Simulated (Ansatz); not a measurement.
Sn₂₄AsH₃₄⁻ was relaxed with r2SCAN-D4 (def2-SVP) in Ansatz in these states: charge -1 singlet, charge -1 triplet. The geometries follow in no particular order.

In the def2 sets Sn takes a core potential; there is no spin–orbit coupling. Single mean-field runs in def2-SVP are fitted with def2-universal-jkfit.

A:

```xyz
59

Sn   -4.686    2.069   -0.194
Sn   -3.864   -2.692   -0.090
Sn    2.122   -1.128   -4.629
Sn   -0.273   -4.265   -2.554
As   -1.320    0.026   -2.141
Sn    1.254    2.080   -0.408
Sn   -0.615    0.107    1.579
Sn    2.016   -1.132    0.060
Sn   -1.755    4.609    1.764
Sn    1.992    3.099    3.846
Sn   -0.410   -4.509    1.956
Sn    2.721   -1.236    4.575
Sn   -3.591    1.268   -2.648
Sn   -0.274    0.325   -4.534
Sn   -0.425    4.365   -0.687
Sn   -2.360   -2.392   -2.443
Sn   -2.791    1.997    1.889
Sn   -2.140   -2.302    2.101
Sn    1.274   -3.789   -4.842
Sn    3.650   -0.921   -2.276
Sn    1.238   -3.873   -0.221
Sn    3.247    3.100    1.333
Sn    0.677    0.622    4.092
Sn    3.962   -1.605    2.091
Sn    0.045    5.113    3.847
H    -5.270    3.685   -0.405
H    -6.088    1.110    0.112
H    -4.641   -4.237   -0.100
H    -5.147   -1.533   -0.129
H     2.988   -0.669   -6.060
H    -0.989   -5.843   -2.626
H     1.968    1.934   -2.004
H    -3.007    5.807    1.729
H     3.100    3.394    5.147
H    -1.234   -6.014    1.736
H     0.529   -4.683    3.394
H     2.100   -2.736    5.163
H     3.826   -0.676    5.781
H    -4.644    0.219   -3.530
H    -3.252    2.607   -3.678
H    -1.372   -0.205   -5.763
H    -0.043    2.018   -4.773
H    -1.643    4.111   -1.892
H     0.407    5.806   -1.170
H    -3.334   -2.433   -3.877
H    -3.706    1.754    3.348
H    -3.121   -2.385    3.536
H     0.357   -4.066   -6.281
H     2.604   -4.889   -4.915
H     4.823   -2.197   -2.407
H     4.564    0.544   -2.358
H     2.603   -4.944   -0.305
H     4.670    2.126    1.425
H     3.797    4.701    0.966
H    -0.390    0.706    5.460
H     5.337   -0.566    1.993
H     4.590   -3.215    1.986
H     0.734    6.692    3.687
H    -0.811    5.139    5.348
```

B:

```xyz
59

Sn    3.769   -2.581   -2.180
Sn    0.291   -0.411   -4.607
Sn   -4.681   -2.690    0.721
Sn   -4.146   -0.410   -3.075
As   -0.680   -2.135   -1.124
Sn    1.034   -0.780    1.959
Sn    1.715    0.978   -0.176
Sn   -2.051    1.057    0.965
Sn    5.423   -0.840    1.567
Sn    3.135    2.654    3.594
Sn   -1.632    3.222   -2.828
Sn   -0.124    5.123    1.513
Sn    1.244   -3.791   -1.831
Sn   -2.270   -3.929   -0.037
Sn    3.291   -2.447    2.405
Sn   -1.798   -1.897   -3.501
Sn    4.237   -0.123   -0.872
Sn    0.692    1.641   -2.729
Sn   -5.882   -2.180   -1.761
Sn   -4.287   -0.278    2.148
Sn   -3.542    1.767   -1.381
Sn    1.104    0.842    4.255
Sn    2.138    3.481    1.102
Sn   -2.490    3.676    2.056
Sn    5.612    1.374    3.278
H     4.930   -3.748   -1.643
H     4.041   -2.427   -3.877
H    -0.072    0.308   -6.135
H     1.684   -1.400   -4.855
H    -5.602   -3.919    1.532
H    -4.767    0.029   -4.634
H    -0.368   -1.777    1.896
H     6.949   -1.648    1.449
H     3.300    3.918    4.767
H    -1.920    3.512   -4.511
H    -1.257    4.764   -2.145
H    -0.214    6.132    0.113
H     0.380    6.190    2.784
H     0.826   -4.642   -3.279
H     1.382   -4.980   -0.586
H    -2.526   -5.247   -1.131
H    -1.394   -4.582    1.301
H     3.288   -3.893    1.459
H     3.416   -2.958    4.053
H    -2.044   -3.435   -4.260
H     5.247    0.832   -1.903
H     2.066    2.560   -3.274
H    -6.115   -3.624   -2.684
H    -7.455   -1.482   -1.592
H    -5.882    0.411    2.153
H    -4.072   -0.812    3.786
H    -5.003    2.711   -1.356
H    -0.362    1.709    4.510
H     1.398   -0.091    5.675
H     3.383    4.320    0.234
H    -2.609    3.804    3.782
H    -3.742    4.732    1.477
H     6.274    0.896    4.803
H     6.739    2.515    2.632
```

Q: Judge from the bond lengths which geometry belongs to which state (an estimate).

A: A is the charge -1 triplet (Sn6–Sn7 3.367 Å, Sn7–Sn18 2.898 Å, Sn7–Sn17 2.900 Å); B is the charge -1 singlet (Sn6–Sn7 2.848 Å, Sn7–Sn18 2.829 Å, Sn7–Sn17 2.838 Å).

At PBE0-D4/def2-TZVP a singlet lies 1.11 eV below the charge -1 triplet.
